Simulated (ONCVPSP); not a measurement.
## An all-electron radial function and its pseudo partner (germanium)

Columns: radius, all-electron u(r) and pseudo u(r) of the 3s shell (level -168.49 eV) of germanium in the configuration [Ne] 3s2 3p6 3d10 4s2 4p2; PBE, scalar-relativistic, ONCV scheme, ONCVPSP 4.0.1.

```
r (bohr)  all-electron  pseudo
   0.062       -0.0202  0.1946
   0.125       -0.7231  0.3937
   0.188       -0.6015  0.5931
   0.250       -0.0647  0.7841
   0.312        0.5154  0.9607
   0.375        0.9764  1.1132
   0.438        1.2638  1.2264
   0.500        1.3949  1.2909
   0.562        1.4132  1.3056
   0.625        1.3544  1.2722
   0.688        1.2495  1.1981
   0.750        1.1242  1.0972
   0.812        0.9920  0.9804
   0.875        0.8605  0.8567
   0.938        0.7375  0.7367
   1.000        0.6279  0.6277
   1.062        0.5307  0.5305
   1.125        0.4445  0.4443
   1.188        0.3704  0.3702
   1.250        0.3082  0.3081
   1.312        0.2556  0.2555
   1.375        0.2107  0.2106
   1.438        0.1732  0.1731
   1.500        0.1425  0.1425
   1.562        0.1170  0.1170
   1.625        0.0956  0.0956
```

Problem. How many radial nodes do the two functions have?

Solution. The all-electron 3s function has n − l − 1 = 2 (the table is too coarse to show those close to the nucleus); the pseudo-wave has 0, since the states of the same l below it are removed with the core.

Problem. At about which radius was the pseudo-wave matched?

Solution. 1.05 bohr, where the columns begin to agree (steps of 0.06 bohr).

Problem. Where does each function peak?

Solution. Outermost all-electron maximum near 0.56 bohr, pseudo maximum near 0.56 bohr (to the table’s step).

Problem. Is the pseudo-wave norm-conserving?

Solution. Yes: the ONCV scheme keeps the norm inside the radius equal to the all-electron one, which fixes the energy derivative of the logarithmic derivative at the level.
